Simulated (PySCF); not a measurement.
# Dipole response of Ti⁺ (titanium, charge +1)

[Ar] 3d2 4s1, high-spin 4F determinant. Computed with PySCF 2.14 in aug-cc-pVTZ with one added diffuse shell each of s, p, d, f, g type (9s8p6d4f3g, 118 functions), with no relativity, point nucleus. Coupled (time-dependent) response in atomic units; α is the mean over directions.

```csv
method,mean α (bohr³),C₆ (like pair),S(−4)
UHF,64.62,443.0,3879
PBE,47.50,300.5,1895
```

S(−4) is the Cauchy moment in α(ω) = α(0) + S(−4) ω² + …

α(iu) at PBE:

```
u (hartree)  α(iu) (bohr³)
          0          47.50
     0.0500          43.24
      0.100          34.38
      0.200          19.99
      0.300          12.74
      0.500          6.934
      0.750          4.342
       1.00          3.132
       1.50          1.936
       2.00          1.331
       3.00         0.7391
       5.00         0.3220
```

A single London oscillator, α(iu) = α/(1 + u²/ω²), gives C₆ = (3/4) ω α². Matching the computed C₆ needs ω = 4 × 300.5 / (3 × 47.50²) = 0.178 hartree.

For an ion, C₆ is the dispersion term alone; charge-induced terms of lower order in 1/R come first.
